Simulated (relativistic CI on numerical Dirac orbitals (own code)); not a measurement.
**Sr13+: sensitivity of the levels to the model**

Base calculation: Dirac-Coulomb-Breit CI, KLI orbitals optimised for each configuration, model QED, unscaled Slater integrals.

CI space (outside the closed core [Ne]): 3s2 3p6 3d7, 3s2 3p5 3d8, 3s2 3p4 3d9, 3s 3p6 3d8, 3s2 3p6 3d6 4s, 3p6 3d9, 3s2 3p6 3d6 4p, 3s2 3p6 3d6 4d, 3s 3p5 3d9, 3s2 3p6 3d5 4s2, 3s2 3p6 3d6 4f, 3s2 3p6 3d5 4s 4p, 3s2 3p6 3d6 5s, 3s2 3p5 3d7 4s, 3s2 3p6 3d5 4p2, 3s2 3p6 3d6 5p. Levels of other configurations are missing.

Variants: (1) valence Slater integrals scaled by 0.9; (2) Breit term removed; (3) configuration mixing switched off. Shifts of the energy above 3s2 3p6 3d7 4F_9/2, in cm⁻¹, for the lowest level and the first level of each name with at least 55 % of one term (blank where a level changes its place among those of its configuration and J or its character, or is not in the variant):

```tsv
Level	Base	Δ(1)	Δ(2)	Δ(3)
3s2 3p6 3d7 4F_9/2	0.0	0.0	0.0	0.0
3s2 3p6 3d7 4F_7/2	11374.8	+119.1	+265.0	-30.2
3s2 3p6 3d7 4F_5/2	17741.0	-73.2	+279.8	+216.9
3s2 3p6 3d7 4F_3/2	21596.0	-249.8	+213.2	+422.6
3s2 3p6 3d7 4P_5/2	47609.8	-3763.8	-232.0	+3426.3
3s2 3p6 3d7 2G_9/2	49967.5	-4198.8	+307.6	+577.0
3s2 3p6 3d7 4P_1/2	53341.5	-3779.6	-10.6	+4189.6
3s2 3p6 3d7 2G_7/2	60338.8	-4166.1	+684.4	+1032.7
3s2 3p6 3d7 2D_5/2	68853.5	-4766.6	+212.4	+6561.0
3s2 3p6 3d7 2H_11/2	69368.4	-6107.3	+916.8	-1783.9
3s2 3p6 3d7 2P_1/2	72025.9	-4078.6	+638.7	+7505.4
3s2 3p6 3d7 2H_9/2	80609.9	-5832.3	+1237.5	-1410.7
3s2 3p6 3d7 2D_3/2	87749.0	-4711.8	+1070.4	+6549.0
3s2 3p6 3d7 2F_5/2	107764.9	-9474.6	-89.6	+4341.6
```

At this charge energies of transitions that change n are usually good to better than 1 %, and those within a shell (Δn = 0) to a few per cent. Terms inside the open d or f shell come out 10 to 20 % too wide with unscaled integrals.

Ionisation energy from the two ground configurations alone: base 454.324 eV; valence Slater integrals scaled by 0.9 454.712 eV. The NIST ASD value (theoretical) is 454 eV.

LS names give the leading component of a level, which can be under half, so a name can repeat, a term be missing and a line seem to break the LS rules.
